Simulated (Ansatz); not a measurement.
## Ansatz (development build ahead of 0.2.0) run

```yaml
crystal:
  periodic: [false, false, false]
  atoms:
    - { symbol: Sc, position_ang: [0.0, 0.0, -0.48813] }
    - { symbol: O, position_ang: [0.0, 0.0, 1.28133] }
basis:
  gaussian: { orbitals: cc-pVDZ }
magnetization:
  spin_polarized: true
  initial_magnetization: 1
hamiltonian:
  xc: hf
correlation:
  method: mp2
  frozen_orbitals: { O: 1, Sc: 5 }
```

The input is written out in the form of the current development build from the run's settings.

Results

```
Converged                       : yes
Reference energy                : -834.63123 hartree
Correlation energy              : -0.44229 hartree
Total energy                    : -835.07351 hartree
Spin squared of the determinant : 0.762
```
